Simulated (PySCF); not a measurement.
## NbO₂⁺: from structure and modes to constants

Level of theory: PySCF, PBE0, basis Nb def2-TZVP with ECP28, O def2-TZVP (scalar-relativistic core potentials, no spin–orbit coupling, density fitting).

The singlet minimum has C2v symmetry. Masses (u): Nb 92.90638, O 15.99492.

```xyz
3
charge 1 multiplicity 1, angstrom
Nb    0.0000    0.0000   -0.2640
O     1.3038    0.0000    0.7678
O    -1.3038    0.0000    0.7678
```

Harmonic wavenumbers (cm⁻¹): 404.0 (a1, ×1), 1052.0 (b2, ×1), 1111.0 (a1, ×1).

Task: Find the principal moments of inertia and the rotational constants. What kind of rotor is it?

Result: About the centre of mass I = 25.335, 54.376, 79.711 u Å². With B = 16.8576/I this gives 0.6654, 0.31, 0.2115 cm⁻¹. The molecule is an asymmetric top with κ = -0.57.

Task: What is the harmonic zero-point energy?

Result: Half the sum of all 3 wavenumbers, 2567/2 = 1284 cm⁻¹, which is 15.4 kJ/mol (1 cm⁻¹ = 0.0119627 kJ/mol).

Task: Find the vibrational entropy and heat capacity at 298.15 K.

Result: With u = 1.43878 ω/T, each mode gives S = R[u/(eᵘ−1) − ln(1−e⁻ᵘ)] and C = R u² eᵘ/(eᵘ−1)².
| ω (cm⁻¹) | u | S (J/(mol K)) | C (J/(mol K)) |
| --- | --- | --- | --- |
| 404.0 | 1.950 | 3.97 | 6.11 |
| 1052.0 | 5.077 | 0.32 | 1.35 |
| 1111.0 | 5.361 | 0.25 | 1.13 |
The sums over all modes are S = 4.5 and C = 8.6 J/(mol K); the softest mode gives 88 % of the entropy.

Task: Give the standard entropy (298.15 K, 1 bar) by its translational, rotational, vibrational and spin parts, and Cp.

Result: Sackur–Tetrode with M = 124.90 u gives 169.1; rotation with symmetry number 2 gives 91.0; vibration 4.5; spin R ln 1 = 0.0. The total is 264.6 J/(mol K), and Cp = 4 R + 8.6 = 41.9 J/(mol K).

Only a few start shapes were tried, so a lower isomer may exist.
